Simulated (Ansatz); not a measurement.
Gas-phase electronic energies from Ansatz, PBE0-D4/def2-TZVP geometries. CBS: MP2 limit from def2 TZ/QZ plus the TZ coupled-cluster correction, frozen cores. This one scheme is used for every species. DFT in def2-TZVPP. B3LYP here is the variant with VWN-RPA as its local correlation; programs differ in this. def2 core potentials past Kr. For Sn outer-core shells are correlated without core-valence functions, which leaves a few kJ/mol of doubt a bond. One conformer a species, not always the lowest.

Consider the hydrogenolysis of the Sn–O bond: `[OH][SnH2][SH]` + H₂ → `[SH][SnH3]` + H₂O.

```tsv
level	ΔE (kJ/mol)	difference from CCSD(T)/CBS
PBE-D4	7.6	-0.1
BLYP-D4	15.7	8.0
ωB97M-V	3.6	-4.1
r2SCAN	10.2	2.5
PBE0	-3.7	-11.4
B3LYP	2.9	-4.8
HF/def2-SVP	-23.7	-31.4
MP2/def2-SVP	4.9	-2.8
SCS-MP2/def2-TZVPP	8.0	0.3
CCSD/def2-TZVPP	-2.7	-10.4
CCSD(T)/CBS	7.7	0
```

Largest T1 diagnostic among the species: 0.013.

In def2-TZVPP, CCSD(T) changes the Hartree–Fock value by +12.5 kJ/mol (the triples alone add +4.9 kJ/mol) and MP2 by +19.5 kJ/mol. The D4 term adds +4.5 kJ/mol with B3LYP and +2.4 kJ/mol with PBE0; it sums over pairs of atoms, weighted by their polarisabilities, and B3LYP, whose exchange is more repulsive, gets the larger term. From r2SCAN to r2SCAN0 (25 % exact exchange), in def2-TZVPP and without D4, ΔE moves by −9.3 kJ/mol.
